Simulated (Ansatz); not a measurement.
The cluster MoO4H2 (the lowest singlet isomer of a short search), 7 atoms. Hardware: 2 threads of Arm Neoverse V1 on a shared host.

In the def2 sets Mo takes a core potential; there is no spin–orbit coupling. Correlated methods freeze 4 core orbitals; core or outer-core shells of Mo are correlated, in sets that lack core-valence functions.

How many basis functions does each of these Ansatz runs have, and roughly what does it cost? RPA@PBE/def2-TZVP, charge 0 singlet, energy, from earlier orbitals; PBE-D4/def2-TZVPD, charge 0 singlet, energy, from earlier orbitals; PBE0-D4/def2-TZVPD, charge 0 singlet, energy, from earlier orbitals; LC-ωPBE/def2-TZVP, charge 0 singlet, energy, from earlier orbitals; BLYP-D4/def2-TZVP, charge 0 singlet, energy, from earlier orbitals; PBE0-D4/def2-SVP, charge 0 singlet, energy with a search over starts; PBE-D4/def2-TZVP, charge 0 singlet, energy, from earlier orbitals; PBE0-D4/def2-SVP, charge 0 singlet, energy, from earlier orbitals; B3LYP-D4/def2-TZVP, charge 0 singlet, energy, from earlier orbitals; CAM-B3LYP-D4/def2-TZVP, charge 0 singlet, energy, from earlier orbitals; PBE0-D4/def2-TZVP, charge 1 doublet at the geometry of the charge 0 singlet, energy, from earlier orbitals; PBE0-D4/def2-SVP, charge 1 doublet at the geometry of the charge 0 singlet, energy with a search over starts.

Other jobs shared the machine, so times can vary by a factor of up to 3. A dash marks memory too small to be measured apart from the calling script's.

```
                                                                                                         run  functions  fitting or Cholesky vectors  wall time  peak host memory (GiB)
                                           PBE0-D4/def2-SVP, charge 0 singlet, energy, from earlier orbitals         97                         1030      2.1 s                       –
                                           PBE-D4/def2-TZVP, charge 0 singlet, energy, from earlier orbitals        176                         1000      3.2 s                       –
                                          BLYP-D4/def2-TZVP, charge 0 singlet, energy, from earlier orbitals        176                         1000      3.4 s                       –
                                          LC-ωPBE/def2-TZVP, charge 0 singlet, energy, from earlier orbitals        176                         1000      3.6 s                       –
                                          PBE-D4/def2-TZVPD, charge 0 singlet, energy, from earlier orbitals        218                         1146      4.1 s                       –
                                        PBE0-D4/def2-SVP, charge 0 singlet, energy with a search over starts         97                         1030      4.2 s                       –
                                         B3LYP-D4/def2-TZVP, charge 0 singlet, energy, from earlier orbitals        176                         1063      4.5 s                       –
PBE0-D4/def2-SVP, charge 1 doublet at the geometry of the charge 0 singlet, energy with a search over starts         97                          948      4.8 s                       –
                                         PBE0-D4/def2-TZVPD, charge 0 singlet, energy, from earlier orbitals        218                         1216        6 s                       –
                                     CAM-B3LYP-D4/def2-TZVP, charge 0 singlet, energy, from earlier orbitals        176                         1063        6 s                       –
                                          RPA@PBE/def2-TZVP, charge 0 singlet, energy, from earlier orbitals        176                         1278        7 s                       –
  PBE0-D4/def2-TZVP, charge 1 doublet at the geometry of the charge 0 singlet, energy, from earlier orbitals        176                         1070        8 s                       –
```
